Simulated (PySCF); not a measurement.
ZnH, SMILES [ZnH] (connectivity only; charge and spin as stated), neutral, multiplicity 2. Atoms are numbered in the order given.

```xyz
2

Zn     0.0000     0.0000    -0.0525
H      0.0000     0.0000     1.5746
```
Charge 0, spin multiplicity 2.

The structure is a stationary point at PBE-D3(BJ)/def2-TZVPD. The multiplicity is an assumed one; other spin states were not compared.

The numbers are results of PBE-D3(BJ)/def2-TZVPD (PySCF), not measurements.

Frequencies are harmonic and unscaled.

Computed normal modes with their intensities:
| mode | ν (cm⁻¹) | IR (km/mol) | moving atoms (share of kinetic energy) |
|---|---|---|---|
| 1 | 1483 | 147.9 | H 98 % |
